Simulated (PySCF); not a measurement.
PySCF input:

```python
from pyscf import gto, scf, dft

mol = gto.M(
    atom='''
    N    -1.15421248    0.08307660    0.34072297
    C    -0.06243382   -0.00609724    0.02334692
    O     1.11326156    0.01036218   -0.37064141
    H    -2.11967395    0.15073496    0.62657741
    H     1.66767176   -0.77858513   -0.18658848
    ''',
    basis='def2-tzvpd',
    charge=1,
    spin=0,
    verbose=4,
)

mf = dft.RKS(mol, xc='tpss').density_fit(auxbasis='def2-universal-jkfit')
mf.grids.level = 3
mf.conv_tol = 1e-9
mf.max_cycle = 100
mf.max_memory = 1500
mf.kernel()
if not mf.converged:
    mf = mf.newton()
    mf.kernel(mf.make_rdm1())
mf.analyze()
```

Task: What final total energy does it print?

Result: -169.03777 Eh (TPSS/def2-TZVPD).

It need not be the lowest isomer of its formula.
